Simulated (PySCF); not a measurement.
BrCl2HSn. Atoms are numbered in the order given.

```xyz
5

Sn    -0.4081     0.4449     0.0000
Cl    -1.4118    -0.5081     1.8745
Cl    -1.4118    -0.5081    -1.8745
Br     1.9719    -0.2029     0.0000
H     -0.6108     2.1329     0.0000
```
Charge 0, spin multiplicity 1.

The structure is a stationary point at PBE0-D3(BJ)/def2-SVP. The structure was generated by enumeration; whether it is a known compound was not checked. The def2 effective core potentials stand for the cores of Sn; spin–orbit coupling is left out.

Computed with PBE0-D3(BJ)/def2-SVP (PySCF).

Frequencies are harmonic and unscaled.

Computed normal modes with their intensities:
| mode | ν (cm⁻¹) | IR (km/mol) | Raman (Å⁴/amu) | depolarisation | moving atoms (share of kinetic energy) |
|---|---|---|---|---|---|
| 1 | 89 | 1.7 | 3.1 | 0.75 | Cl 56 %, Br 28 %, Sn 16 % |
| 2 | 102 | 4.1 | 3.4 | 0.71 | Cl 70 %, Br 18 %, Sn 11 % |
| 3 | 121 | 8.2 | 2.9 | 0.67 | Cl 61 %, Sn 34 % |
| 4 | 270 | 26.9 | 8.7 | 0.12 | Br 59 %, Sn 37 % |
| 5 | 383 | 41.4 | 13.0 | 0.08 | Cl 80 %, Sn 20 % |
| 6 | 396 | 65.5 | 4.6 | 0.75 | Cl 72 %, Sn 28 % |
| 7 | 553 | 90.0 | 22.4 | 0.75 | H 98 % |
| 8 | 564 | 65.0 | 21.6 | 0.75 | H 98 % |
| 9 | 1983 | 71.5 | 275.3 | 0.19 | H 99 % |
